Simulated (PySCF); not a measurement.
CH4Cl2OSi2, SMILES Cl[Si]1(Cl)CO[SiH2]1.

Geometry optimised at PBE-D3(BJ)/def2-SVP. This is a generated structure with no PubChem entry under its InChIKey; it may be hypothetical.

Computed with PBE/def2-TZVP in PySCF.

Gas-phase values at a fixed geometry.

```
Item                                                                                                            Result
---------------------------------------------------------------------------------------------  -----------------------
total energy                                                                                       -1614.52452 hartree
point group                                                                                                         Cs
highest occupied level                                                                                        -6.76 eV
lowest empty level                                                                                            -1.73 eV
orbital gap                                                                                                    5.03 eV
dipole moment                                                                                                   0.58 D
quadrupole, principal values (traceless, Buckingham form, about the centre of nuclear charge)   -6.05, -0.67, 6.72 D·Å
mean static polarisability                                                                       93.8 bohr³ (13.90 Å³)
polarisability, principal values                                                               80.5, 92.6, 108.3 bohr³
```
